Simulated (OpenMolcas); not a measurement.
## neutral chromium: thermal populations, worked from levels

| Quantity | Value |
| --- | --- |
| Program | OpenMolcas |
| Basis | ANO-RCC-VTZP [6s5p3d2f1g] |
| Scalar Hamiltonian | DKH2, point nucleus |
| Active space | 6 electrons in 6 orbitals (3d 4s) |
| State averaging | 2S+1 = 7 even, 1 root; 2S+1 = 5 even, 23 roots kept (CI in the orbitals of an earlier block); 2S+1 = 3 even, 9 roots kept (CI in the orbitals of an earlier block) |
| Spin-orbit coupling | state interaction with AMFI integrals over the reference wave functions, term energies averaged over their components |

Methods: CASSCF; MS-CASPT2, IPEA 0.25 Eh, imaginary shift 0.1 Eh (closed shells correlated: 3s 3p). Measured levels: NIST Handbook of Basic Atomic Spectroscopic Data.

**Thermal populations.** Z = Σ (2J + 1) exp(-E/kT) with k = 0.695035 cm-1/K, over the levels below. No other level of either list lies under 20500 cm-1, which is above 7 kT at each temperature.

```
      Level  2J + 1  MS-CASPT2  measured
 3d⁵ 4s ⁷S₃       7        0.0       0.0
3d⁴ 4s² ⁵D₀       1       5750      7751
3d⁴ 4s² ⁵D₁       3       5800      7811
3d⁴ 4s² ⁵D₂       5       5910      7927
3d⁴ 4s² ⁵D₃       7       6060      8095
3d⁴ 4s² ⁵D₄       9       6260      8308
 3d⁵ 4s ⁵S₂       5       6920      7593
```

```
T (K)  Z, MS-CASPT2  Z, measured levels  Ground level (%), MS-CASPT2  Ground level (%), measured levels
 3000         8.554               7.649                         81.8                               91.5
```

At 3000 K, kT = 2085 cm-1, and the computed levels give Z = 7.000 + 0.063 + 0.186 + 0.294 + 0.383 + 0.447 + 0.181 = 8.554.

CASPT2 breaks the degeneracy within a term, and the mean is taken; among the terms shown or strongly mixed into the levels shown the widest spread is 190 cm-1 (3d⁴ 4s² ⁵D, MS-CASPT2). Over all roots computed the reference weight is 0.84 to 0.90 in MS-CASPT2; the roots of lowest weight are the least certain, and an intruder state may touch them. Terms from blocks run as CI alone lack orbitals of their own. A single d shell beside an s shell can misplace configurations of different d count against each other. Without dynamic correlation excited terms often stand tens of per cent too high (terms of higher spin than the ground term too low), and those without a measured partner can miss by more than the paired ones (holds for CASSCF). Measured partners are found by configuration, term and J. A level has none where our copy of the source lacks it or the pairing is in doubt (some pairs that miss far off the trend of their configuration count as doubtful), and it then counts in no deviation. Only configurations of the active space appear.
